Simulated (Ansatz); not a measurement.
Molecule: TeF2, net charge 1, doublet state. SMILES of the parent species: F[Te]F

Atoms: Te1, F2, F3. Bonds: Te1-F2, Te1-F3.

Bond lengths (Å) and angles (degrees) optimised at HF/3-21G with Ansatz (a first-principles code); HF/6-31G* with LANL2DZ past Ar with Ansatz; PBE/6-31G* with LANL2DZ past Ar with Ansatz; B3LYP/LANL2DZ with Ansatz; B3LYP/6-31G* with LANL2DZ past Ar with Ansatz; MP2/6-31G* with LANL2DZ past Ar with Ansatz, each started from the B3LYP-D3(BJ)/def2-TZVP structure (Ansatz) of the last column. A row stands for all coordinates that are equal there. 6-31G* holds six Cartesian d functions. No wavenumbers were computed at PBE/6-31G* with LANL2DZ past Ar, B3LYP/LANL2DZ, MP2/6-31G* with LANL2DZ past Ar, so these may be saddle points.

| coordinate | HF/3-21G | HF/6-31G* with LANL2DZ past Ar | PBE/6-31G* with LANL2DZ past Ar | B3LYP/LANL2DZ | B3LYP/6-31G* with LANL2DZ past Ar | MP2/6-31G* with LANL2DZ past Ar | B3LYP-D3(BJ)/def2-TZVP |
|---|---|---|---|---|---|---|---|
| Te1-F2 | 1.849 | 1.768 | 1.843 | 1.899 | 1.814 | 1.800 | 1.839 |
| F2-Te1-F3 | 93.0 | 95.1 | 97.2 | 95.6 | 96.6 | 96.5 | 96.1 |

Mean signed difference of all 2 bond lengths from B3LYP-D3(BJ)/def2-TZVP: HF/3-21G 0.010 Å, HF/6-31G* with LANL2DZ past Ar -0.071 Å, PBE/6-31G* with LANL2DZ past Ar 0.004 Å, B3LYP/LANL2DZ 0.060 Å, B3LYP/6-31G* with LANL2DZ past Ar -0.025 Å, MP2/6-31G* with LANL2DZ past Ar -0.039 Å.
